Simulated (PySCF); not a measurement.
Species: (Cl)3Hf-NH-SiH3 (singlet state).
Cartesian coordinates in Å at the PBE0-D3(BJ)/def2-SVP level; atoms count from 1:
```xyz
10
Cl3H4HfNSi angstrom
Hf    -0.052    1.618   -0.224
Cl    -1.278    1.985    1.735
Cl     1.715    3.146   -0.412
Cl    -1.525    1.608   -2.057
N      0.782   -0.195   -0.049
Si    -0.117   -1.684    0.214
H      1.798   -0.296   -0.061
H      0.202   -2.702   -0.830
H      0.157   -2.264    1.562
H     -1.557   -1.295    0.126
```

Computed with TDDFT CAM-B3LYP/def2-SVPD, vertical, gas phase, core orbitals frozen in the response, def2 core potentials past Kr in PySCF. Spin–orbit coupling is left out.

Ground-to-excited transition dipoles (e·a0, same axes as the geometry; the sign carries no meaning), for the states with f of 0.002 or more among the lowest 8:

```json
{"state": "S2", "E (eV)": "5.909", "μx": "0.253", "μy": "-0.315", "μz": "0.024"}
{"state": "S3", "E (eV)": "6.065", "μx": "0.039", "μy": "-0.070", "μz": "-0.100"}
{"state": "S4", "E (eV)": "6.535", "μx": "0.009", "μy": "0.035", "μz": "0.255"}
{"state": "S5", "E (eV)": "6.664", "μx": "0.000", "μy": "-0.036", "μz": "0.177"}
{"state": "S6", "E (eV)": "6.673", "μx": "-0.063", "μy": "0.234", "μz": "-0.188"}
{"state": "S7", "E (eV)": "6.742", "μx": "0.234", "μy": "0.319", "μz": "-0.039"}
{"state": "S8", "E (eV)": "6.784", "μx": "0.097", "μy": "-0.097", "μz": "-0.004"}
```

(1) What oscillator strength does each state have?

(2) Which bond between heavy atoms lies closest to the direction of the S7 transition dipole?

(3) What angle do the transition dipoles of S4 and S6 make?

Answers

(1) f = (2/3) ΔE |μ|² with ΔE in hartree (27.2114 eV).

```csv
state,|μ|² (au),|μ| (D),f
S2,0.164,1.03,0.024
S3,0.017,0.33,0.002
S4,0.066,0.65,0.011
S5,0.033,0.46,0.005
S6,0.094,0.78,0.015
S7,0.158,1.01,0.026
S8,0.019,0.35,0.003
```

(2) N5–Si6, at 6° from it; next Hf1–Cl3 at 13°.

(3) |cos θ| = |μa·μb| / (|μa| |μb|) = 0.51, so θ ≈ 59° (taken between 0 and 90°, since the signs are arbitrary).

The vertical ionisation energy (ΔSCF) is 10.28 eV, 3.50 eV above S8.
